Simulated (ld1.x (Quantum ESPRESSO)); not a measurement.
# What one change does to a pseudopotential (sulfur (S), TM)

ld1.x (Quantum ESPRESSO) 7.5 input, shortened:

```
&input
   title='S', zed=16., rel=0, dft='PZ', iswitch=3,
   config='[Ne] 3s1.5 3p4.5'
 /
 &inputp
   pseudotype=2, tm=.true., lloc=0,
   nlcc=.false.
 /
2
3P  2  1   4.50   0.00  1.50  1.50  0.0
3S  1  0   1.50   0.00  1.00  1.00  0.0
 &test
   configts(1)='3s1.5 3p4.5'
 /
```

All-electron outer shells of the reference configuration (LDA (PZ), non-relativistic, ld1.x):

```tsv
shell	level (eV)	outermost node (bohr)	outermost maximum (bohr)
2p	-157.18	–	0.33
3s	-17.51	0.60	1.40
3p	-7.40	0.58	1.59
```

Change: core correction a·sin(br)/r model core inside 1.20 bohr.

Cutoffs: the cutoffs (Ry, on a coarse ladder) from which the occupation-weighted sum of valence levels, in a spherical-Bessel basis at the reference potential, stays within 10 and 1 mRy of its value at 400 Ry; they do not see the model core or the augmentation charge, which bear on the density cutoff. Errors are all-electron minus pseudo energies relative to the spin-unpolarised reference configuration.

Question: How do hardness, ghosts and transferability respond?

Answer: The potential gets neither clearly harder nor softer (80 Ry and 230 Ry → 80 Ry and 230 Ry); of the 9 tests that both files solve, the error grows in 0 and shrinks in 9 by more than 15 % and 0.3 meV (median size 10.7 → 8.1 meV); neither file shows a bound ghost. Exchange and correlation are not linear in the density, so unscreening with the valence charge alone errs where core and valence overlap; a model core restores that term. A model core, the more so a compact one, raises the density cutoff, which this test does not measure.

| quantity | base | changed |
| --- | --- | --- |
| cutoff, loose | 80 Ry | 80 Ry |
| cutoff, tight | 230 Ry | 230 Ry |
| bound ghosts | none | none |
| error for 3s2 3p4, meV [ΔE -5.04 eV] | +2.5 | +0.7 |
| error for 3s2 3p3, meV [ΔE 6.84 eV] | +11 | +6.7 |
| error for 3s2 3p2, meV [ΔE 29.22 eV] | +58 | +45 |
| error for 3s2 3p0, meV [ΔE 110.37 eV] | +538 | +398 |
| error for 3s1 3p4, meV [ΔE 17.50 eV] | +11 | +8.1 |
| error for 3s2 3p4.3, meV [ΔE -6.78 eV] | +2.9 | +1.4 |
| error for 3s2 3p3.5, meV [ΔE -0.32 eV] | +4.0 | +1.6 |
| error for 3s1.5 3p4.5 (spin-polarised), meV [ΔE -0.77 eV] | +87 | +41 |
| error for 3s2 3p4 (spin-polarised), meV [ΔE -5.74 eV] | +68 | +34 |
| s: phases at 1.64 bohr within 0.05 rad from the reference energy up to (Ry; the scan ends near 5) | 2.2 | 2.2 |
| p: phases at 1.64 bohr within 0.05 rad from the reference energy up to (Ry; the scan ends near 5) | 4.7 | 4.7 |
